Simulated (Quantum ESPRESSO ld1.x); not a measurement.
Values are calculated unless marked as measured or tabulated.
Problem. The mean radii <r> (bohr) of the occupied orbitals of an atom or ion are listed with their occupations. Code: ld1.x of Quantum ESPRESSO 7.5. Model: Dirac Kohn-Sham, LDA (Slater exchange, Perdew-Zunger correlation), spin-unpolarised, spherical densities, point nucleus.

orbital  occ.      <r>
1s1/2       2  0.01967
2s1/2       2  0.08280
2p1/2       2  0.06875
2p3/2       4  0.07625
3s1/2       2   0.2165
3p1/2       2   0.2062
3p3/2       4   0.2203
3d3/2       4   0.1936
3d5/2       6   0.1980
4s1/2       2   0.4865
4p1/2       2   0.4936
4p3/2       4   0.5256
4d3/2       4   0.5478
4d5/2       6   0.5588
5s1/2       2    1.141
5p1/2       2    1.246
5p3/2       4    1.331
4f5/2       6   0.6655
4f7/2       5   0.6743
5f5/2       2    3.608

Name the element and its charge. Open shells, if any, fill j = l - 1/2 first.

Solution. Z = 70, ytterbium, charge +3: Yb3+ in [Xe] 4f11 5f2. The 1s radius gives Z: for a bare nucleus <r> = (2 gamma + 1)/(2Z) with gamma = sqrt(1 - (Z/c)^2), 0.01942 bohr for Z = 70, and screening makes it slightly larger (0.01967 here). The occupations add up to 67, and the charge is Z minus that.
